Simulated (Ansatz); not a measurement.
Reaction (ligand exchange at the Si–S bond): `CO[SiH2]S[SiH3]` + H₂Se → `CO[SiH2][SeH]` + `[SiH3]S`

Isolated molecules relaxed with PBE0-D4/def2-TZVP in Ansatz; ΔE leaves out vibrations. CBS: MP2 limit from def2 TZ/QZ plus the TZ coupled-cluster correction, frozen cores. DFT in def2-TZVPP. HSE06 is defined as in plane-wave codes. For Se outer-core shells are correlated without core-valence functions, which leaves a few kJ/mol of doubt a bond. Scalar relativity is left out up to krypton. One conformer a species, not always the lowest.

`CO[SiH2]S[SiH3]`:

Cartesian coordinates in Å:
```
C -1.876 -0.340 0.858
O -1.499 -1.197 -0.198
Si -0.149 -0.999 -1.095
S 1.635 -1.034 0.084
Si 1.968 1.074 0.163
H -1.135 -0.358 1.663
H -1.995 0.693 0.511
H -2.832 -0.689 1.251
H -0.179 0.310 -1.805
H -0.119 -2.142 -2.029
H 3.081 1.283 1.122
H 0.757 1.788 0.642
H 2.344 1.612 -1.168
```

H₂Se:

Z-matrix (Å, degrees):
```
Se
H 1 1.467
H 1 1.467 2 91.2
```

`CO[SiH2][SeH]`:

```xyz
10

C    -1.565   -0.621    0.223
O    -0.280   -0.230    0.655
Si    0.716    0.687   -0.269
Se    2.770    0.780    0.673
H    -2.253    0.231    0.198
H    -1.536   -1.077   -0.774
H    -1.951   -1.357    0.930
H     0.778    0.107   -1.637
H     0.259    2.100   -0.340
H     3.063   -0.620    0.340
```

`[SiH3]S`:

```xyz
6

Si   -0.494   -0.056    0.176
S     1.369   -0.665   -0.675
H    -0.320    0.473    1.553
H    -1.318   -1.287    0.208
H    -1.162    0.980   -0.652
H     1.926    0.556   -0.610
```

```csv
level,ΔE (kcal/mol),difference from CCSD(T)/CBS
BLYP-D4,3.5,0.7
B97M-V,3.8,1.0
ωB97X-V,3.1,0.3
ωB97M-V,3.3,0.5
revPBE,1.0,-1.8
BLYP,0.8,-2.0
PBE0,1.9,-0.9
r2SCANh,2.7,-0.1
r2SCAN0,2.6,-0.2
HSE06,1.9,-0.9
CAM-B3LYP,1.7,-1.1
LC-ωPBE,2.3,-0.5
HF/def2-TZVPP,0.7,-2.1
MP2/def2-TZVPP,3.2,0.4
MP2/def2-QZVPP,3.1,0.3
HF/CBS(def2),0.8,-2.0
CCSD(T)/CBS,2.8,0
```

**Question.** What do rigid-rotor, harmonic-oscillator terms from PBE0-D4/def2-TZVP frequencies (298.15 K, 1 bar) make of the CCSD(T)/CBS value? (Best estimate.)

**Answer.** The calculation gave: ΔZPE = +0.3 kcal/mol, ΔH = +2.9 kcal/mol, ΔS = 20 J/(mol·K), ΔG = +1.5 kcal/mol. Modes under 50 cm⁻¹ make the entropy rough.

Largest T1 diagnostic among the species: 0.012.

In def2-TZVPP, CCSD(T) changes the Hartree–Fock value by +2.2 kcal/mol (the triples alone add +0.5 kcal/mol) and MP2 by +2.5 kcal/mol. Leaving LDA and LC-ωPBE aside and taking each functional with its dispersion term where it has one, the values, not all of them listed here, spread over 1.8 kcal/mol, from B2PLYP to B97M-V. LDA lies +1.6 kcal/mol from PBE without D4.
